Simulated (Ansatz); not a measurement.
Basis-set extrapolation for C₂H₈AlFSi, SMILES `C[CH2][Al]([F])[SiH3]` (PBE0-D4/def2-TZVP geometry, frozen core, the Gaussian-basis code of Ansatz). Multiplicity 1, RHF reference.

```tsv
	def2-TZVPP	def2-QZVPP
HF	-710.852360	-710.877186
MP2 correlation	-0.808944	-0.870781
CCSD(T) correlation	-0.894148	not run
```

Energies in hartree. Use E(X) = E(∞) + A·exp(−7.88·√X) for Hartree–Fock and E(X) = E(∞) + B·X^(−2.97) for correlation, with X = 3 and 4, and add CCSD(T) minus MP2 of the smaller set to the MP2 limit.

Task: What is the CCSD(T) energy at the basis-set limit?

Result: HF limit: -710.877186 + (-0.024826) × 0.13774 = -710.88061. MP2 limit: -0.870781 + (-0.061837) × 0.74074 = -0.91659. Higher-order term: -0.894148 − (-0.808944) = -0.08520. Total: -711.88240 hartree, 3.70 eV below CCSD(T)/def2-TZVPP.
